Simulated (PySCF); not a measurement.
# Removal energies of Rb⁺ from EOM-IP-GCCSD

Reference: closed-shell Rb⁺, [Kr]; one electron is removed. Calculated with PySCF 2.14, two-component X2C-1e with screened spin-orbit coupling, x2c-TZVPPall-2c with one added diffuse shell each of s, p, d, f type (9s10p8d3f1g, 109 functions); frozen [Ne]; the 6 highest virtual spinors dropped; of the others 110 kept and the rest restored at second order. No Breit or QED terms. Binding energies in eV.

| level | Koopmans |
| --- | --- |
| 3d3/2 | 132.80 |
| 3d5/2 | 131.16 |
| 4s1/2 | 48.076 |
| 4p1/2 | 28.149 |
| 4p3/2 | 27.148 |

Problem. How does correlation move these levels?

Solution. 3d3/2: second order 121.01, EOM-CCSD 124.84; 3d5/2: second order 119.50, EOM-CCSD 123.27; 4s1/2: second order 42.828, EOM-CCSD 43.112; 4p1/2: second order 27.743, EOM-CCSD 27.922; 4p3/2: second order 26.825, EOM-CCSD 26.997.

One-hole weights below 0.9, a sign of mixing with satellites: 4s1/2 (0.78).

For comparison, the ionisation energy of Rb⁺ is 27.290 eV (measured; NIST Atomic Spectra Database, ionization energies).

Where second order misses EOM-CCSD by more than 1 eV, it overshoots the relaxation and correlation of that hole or particle, which higher orders damp.
